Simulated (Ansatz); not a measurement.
Z-matrix (Å, degrees):
```
Si
S 1 2.138
H 1 1.482 2 106.9
H 1 1.482 2 111.5 3 120.1
H 1 1.488 2 109.7 3 -119.1
Si 2 2.134 1 97.6 3 154.8
S 6 2.137 2 115.0 1 53.8
H 6 1.480 2 105.3 1 171.0
H 6 1.482 2 109.9 1 -68.4
H 7 1.343 6 93.9 2 -89.1
```

Total charge 0; spin multiplicity 1.

(1) List the r2SCAN/def2-TZVPP orbital energies in eV (Ansatz). (An estimate is asked.)

Results:

(1) The calculation gave: Occupied: -2409.36, -2409.06, -1792.24, -1791.74, -213.81, -213.53, -157.89, -157.80, -157.69, -157.57, -157.53, -157.43, -142.59, -142.16, -97.48, -97.45, -97.40, -97.05, -96.99, -96.98, -19.54, -18.79, -14.10, -13.16, -11.03, -9.84, -9.76, -9.35, -8.69, -8.64, -8.23, -6.90, -6.62. Lowest empty: -0.65, -0.60, -0.57, -0.28, 0.15, 0.84, 1.07, 1.43.
